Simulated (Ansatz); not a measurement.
The cluster Mo2O4⁻. Charge -1, multiplicity 2. Geometry r2SCAN-D4/def2-SVPD; atoms count from 1.

```xyz
6

Mo   -0.596   -0.907    0.715
Mo    0.595    0.907   -0.715
O    -0.458    1.300   -2.018
O     0.458   -1.305    2.016
O     2.169    0.314   -1.082
O    -2.168   -0.310    1.085
```

In the def2 sets Mo takes a core potential; there is no spin–orbit coupling. The charge -1 doublet is spin-contaminated (final ⟨S²⟩ up to 1.29, 0.75 for a pure state). No other spin state of charge -1 was run. The geometry of the doublet was relaxed on an unsound state (⟨S²⟩ 1.07, where a pure state has 0.75). Another isomer (quartet) lies 1.03 eV lower at PBE0-D4/def2-TZVPD; other spin states weren't run for this one.

(1) Estimate the Mulliken populations from the PBE0/def2-TZVPD orbitals of Ansatz.

(2) Where does the spin sit?

(3) And the Mayer bond orders between bonded heavy atoms (over 0.3)?

Answers

(1) 
```json
{"atom": "Mo1", "charge (e)": "1.10", "spin (α − β)": "1.55", "d electrons": "4.00"}
{"atom": "Mo2", "charge (e)": "1.25", "spin (α − β)": "-0.58", "d electrons": "4.07"}
{"atom": "O3", "charge (e)": "-0.83", "spin (α − β)": "0.02", "d electrons": "–"}
{"atom": "O4", "charge (e)": "-0.85", "spin (α − β)": "0.00", "d electrons": "–"}
{"atom": "O5", "charge (e)": "-0.83", "spin (α − β)": "0.02", "d electrons": "–"}
{"atom": "O6", "charge (e)": "-0.85", "spin (α − β)": "0.00", "d electrons": "–"}
```
Mulliken values and Mayer orders depend strongly on the basis. With diffuse functions, as here, like atoms can get unlike values, and bond orders can come out too low or too high.

(2) Summed by element: Mo 0.97, O 0.03, of 1 unpaired in all. Largest on single atoms: Mo1 1.55, Mo2 -0.58, O3 0.02.

(3) Mo1–Mo2 1.39 (2.60 Å); Mo1–O4 1.55 (1.72 Å); Mo1–O6 1.55 (1.72 Å); Mo2–O3 1.60 (1.72 Å); Mo2–O5 1.60 (1.72 Å).
